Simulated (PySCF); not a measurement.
Removing the step error of a finite difference

System: HAlBrCl (SMILES [Cl][AlH][Br]), singlet, at a GFN2-xTB geometry (such geometries of metal compounds can be far from the true shape). Level: CAMB3LYP/6-31G, polarisability in PySCF. Sums are taken with unrounded values, so a last digit can differ.

Second differences of the energy in a field along z gave a polarisability along z of 33.694 bohr³ at step 0.005 and 33.881 bohr³ at step 0.02 (atomic units).

Extrapolate to zero step.

The leading error of a symmetric difference goes as h², so A(h) = A0 + c h². Then c = (33.881 - (33.694))/(0.02² - 0.005²) = 501 (atomic units) and A0 = 33.694 - c × 0.005² = 33.681 bohr³. The analytic value from the same program and level is 33.681 bohr³: the smaller step missed it by 0.012, the extrapolation by 0.000.
